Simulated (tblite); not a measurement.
Species: C5H12O2Si.
Geometry (GFN2-xTB, Å), atoms numbered from 1 in this order:
```xyz
20
C5H12O2Si angstrom
C      3.3516    0.2179    0.0913
O      2.1500    0.8485    0.4453
C      1.0752    0.5316   -0.4051
C      0.5207   -0.9050   -0.2829
Si    -1.2409   -0.2177   -0.3549
O     -2.1752   -0.8737    0.7901
C     -3.5352   -0.6786    1.0399
C     -0.1815    1.3349   -0.0343
H      3.6534    0.4878   -0.9298
H      4.1060    0.5637    0.7958
H      3.2696   -0.8737    0.1524
H      1.3622    0.7259   -1.4501
H      0.8661   -1.5851   -1.0555
H      0.7799   -1.3256    0.6863
H     -1.8971   -0.1991   -1.6664
H     -3.8587   -1.4391    1.7508
H     -3.7102    0.3119    1.4639
H     -4.1153   -0.7732    0.1200
H     -0.1165    1.6168    1.0150
H     -0.3091    2.2425   -0.6168
```

Computed with GFN2-xTB (tblite): harmonic, unscaled wavenumbers at the GFN2-xTB geometry, gas phase. This tight-binding method is rough: wavenumbers can miss measured ones by several per cent, in bad cases by 10 to 20. Modes of hydrogen on silicon can be 10 to 20 % off. One conformer, not necessarily the lowest.

Harmonic wavenumbers (cm⁻¹): 50.8, 74.8, 80.3, 111.0, 148.6, 187.7, 203.4, 238.5, 276.5, 377.2, 444.6, 508.0, 568.8, 690.2, 706.3, 715.8, 758.4, 786.7, 867.6, 902.7, 1000.9, 1024.1, 1070.0, 1100.4, 1126.7, 1132.1, 1134.1, 1140.6, 1161.2, 1177.5, 1200.5, 1210.4, 1282.3, 1338.1, 1405.7, 1411.8, 1456.5, 1464.7, 1472.8, 1477.1, 1484.0, 1495.3, 2228.5, 2840.8, 2884.8, 2918.9, 2960.0, 2971.1, 2995.0, 3008.2, 3012.8, 3019.7, 3021.1, 3024.3.

A = 5086, B = 772.1, C = 749.4 MHz; mass 132.061 u (most abundant isotopes); point group C1, symmetry number 1.

What is the zero-point energy?

Half the sum of the wavenumbers: 35675 cm⁻¹ = 102.00 kcal/mol.

Entropy at 298.15 K, 1 bar (ideal gas, RRHO, classical rotation)?

Translation 40.57, rotation 29.08, vibration 31.90: S = 101.6 cal/(mol K).

And Cp and H(298.15 K) − H(0)?

Cp = 39.18 cal/(mol K), of which vibrations give 31.23 (their classical limit is 54 R = 107.3); H(298.15 K) − H(0) = 7.27 kcal/mol without the zero-point energy, 4.90 from vibrations.

How do the functions run with temperature in this model?

```tsv
T (K)	S (cal/(mol K))	Cp (cal/(mol K))	H − H(0) (kcal/mol)	G − H(0) (kcal/mol)	ln q(vib)
100	71.0	20.5	1.40	-5.70	1.99
200	88.0	29.5	3.91	-13.69	5.00
300	101.8	39.4	7.34	-23.20	7.83
500	126.6	58.5	17.20	-46.08	13.26
800	158.6	77.6	37.86	-89.00	20.98
1000	176.8	86.0	54.25	-122.57	25.79
```

q(vib) and H(0) count from the zero-point level.

Blend soft modes into free rotors: weight 1/[1 + (100 cm⁻¹/ν̃)⁴] for the oscillator and the rest for a rotor with moment μB/(μ + B), μ = h/(8π²ν), B = 10⁻⁴⁴ kg m². What vibrational entropy results?

29.25 cal/(mol K) in place of 31.90, which changes −T·S at 298.15 K by +0.79 kcal/mol.

Hindered rotation and anharmonicity are outside this model. Other conformers, if any are populated, would add a mixing term that is left out. The structure is chiral; the term R ln 2 for an equal mix with its mirror image is left out.

Time: 0.77 s wall. Hardware: one thread of an Arm Neoverse V1, shared host with 32 logical CPUs at a one-minute load of 11. This covers the Hessian and the dipole derivatives.
